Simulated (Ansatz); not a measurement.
Input for Ansatz (a first-principles code): R-r2SCAN/def2-TZVPP on GeH5NO (SMILES [NH2][GeH2][OH]), a point of a torsion scan.

Ansatz 0.2 input:
```yaml
crystal:
  periodic: [false, false, false]
  atoms:
    - {symbol: N, position_ang: [1.39240570, -0.19957229, 0.09914303]}
    - {symbol: Ge, position_ang: [-0.24432512, 0.54063039, 0.15172175]}
    - {symbol: O, position_ang: [-1.26995988, -0.80933339, 0.56887799]}
    - {symbol: H, position_ang: [1.40920168, -1.18752944, 0.30480294]}
    - {symbol: H, position_ang: [2.00404659, -0.00605982, -0.67796870]}
    - {symbol: H, position_ang: [-0.70185430, 1.13965849, -1.16004039]}
    - {symbol: H, position_ang: [-0.31546888, 1.56474393, 1.25402540]}
    - {symbol: H, position_ang: [-2.17544681, -0.62107636, 0.80107161]}
basis:
  gaussian:
    orbitals: def2-TZVPP
hamiltonian:
  xc: {name: r2SCAN}
scf: {lower_state_search: off}
```

Q: Predict the final total energy.

A: -2209.9972 hartree.
